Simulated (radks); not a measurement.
Effect of the nuclear size on the cerium ion Ce3+, [Xe] 4f1. All-electron calculation, Dirac Kohn-Sham, exchange-only LDA, spin-unpolarised, spherical densities, finite nucleus; open shells fill j = l - 1/2 first; Fermi nuclear charge, rms radius 4.8771 fm. Program: a radial shooting solver on a logarithmic mesh with Libxc functionals. The rms radius is varied about that value; shifts are against it.

| rms radius (fm) | total energy shift (eV) | density at nucleus (e/bohr^3) | 1s1/2 shift (meV) | 2s1/2 shift (meV) | 4p1/2 shift (meV) | 5s1/2 shift (meV) | 5p1/2 shift (meV) | 4f5/2 shift (meV) | 6s1/2 (empty) shift (meV) |
|---|---|---|---|---|---|---|---|---|---|
| 3.9992 | -3.44 | 3.974e+05 | -1430 | -175 | 0.466 | -1.41 | 0.116 | 0.282 | -0.293 |
| 4.5064 | -1.52 | 3.877e+05 | -631 | -77.0 | 0.206 | -0.622 | 0.051 | 0.124 | -0.129 |
| 4.8771 | 0 | 3.814e+05 | 0.000 | 0.000 | 0.000 | 0.000 | 0.000 | 0.000 | 0.000 |
| 5.038 | 0.688 | 3.788e+05 | 286 | 34.9 | -0.093 | 0.282 | -0.023 | -0.056 | 0.059 |
| 5.6379 | 3.41 | 3.701e+05 | 1420 | 173 | -0.462 | 1.40 | -0.115 | -0.280 | 0.290 |

Slopes of the eigenvalues against <r^2> in GHz/fm^2, as finite differences over the two radii next to the reference (eigenvalue slopes, not the field-shift constants of lines): 1s1/2 43700, 2s1/2 5340, 4p1/2 -14.3, 5s1/2 43.1, 5p1/2 -3.56, 4f5/2 -8.62, 6s1/2 (empty) 8.95.
